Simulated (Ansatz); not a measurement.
`[F][Al]([SH])[Br]` + `OC(F)[SiH3]` → `[SH][AlH][Br]` + `OC(F)(F)[SiH3]`  (redistribution)

Calculated with Ansatz (gas phase, PBE0-D4/def2-TZVP geometries, no zero-point term in ΔE). CCSD(T)/CBS adds triple-zeta CCSD(T) − MP2 to the extrapolated MP2 energy (def2 sets, frozen cores). Functionals use def2-TZVPP. For Br outer-core shells are correlated without core-valence functions, which leaves a few kJ/mol of doubt a bond. Scalar relativity is left out up to krypton. Each species was taken in one conformer, which may not be the lowest.

```json
{"level": "r2SCAN", "ΔE (kcal/mol)": "45.1"}
{"level": "MP2/def2-TZVPP", "ΔE (kcal/mol)": "49.2"}
{"level": "CCSD/def2-TZVPP", "ΔE (kcal/mol)": "47.3"}
{"level": "CCSD/CBS(def2)", "ΔE (kcal/mol)": "48.8"}
```

Task: What does CCSD(T)/CBS give? (Estimate.)

Result: The calculation gave: +48.4 kcal/mol. The listed levels differ from it by -3.3, 0.8, -1.1, 0.4 kcal/mol.

Largest T1 diagnostic among the species: 0.013.

In def2-TZVPP, CCSD(T) changes the Hartree–Fock value by +1.3 kcal/mol (the triples alone add −0.4 kcal/mol) and MP2 by +3.6 kcal/mol.
